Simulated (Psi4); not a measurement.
**How methods differ on TiCl2O (SMILES [O]=[Ti]([Cl])[Cl])**

The species is TiCl2O (4 atoms), meant as a singlet with charge 0. As SMILES, `[O]=[Ti]([Cl])[Cl]`. Geometry: optimised at PBE0/def2-TZVP.

Quantity: the HOMO–LUMO gap, in eV. The values are calculated.

```
                                 level                    kind  program  value (eV)
   PBE-D4/def2-TZVPP (density fitting)                     GGA     Psi4        3.04
r2SCAN-D4/def2-TZVPP (density fitting)                meta-GGA     Psi4        3.49
 B3LYP-D4/def2-TZVPP (density fitting)           global hybrid     Psi4        4.76
  PBE0-D4/def2-TZVPP (density fitting)           global hybrid     Psi4        5.42
  wB97M-V/def2-TZVPP (density fitting)  range-separated hybrid     Psi4        9.69
```

The values span 3.04 to 9.69 eV. Orbital gaps aren't excitation energies; they tend to grow with the share of exact exchange.
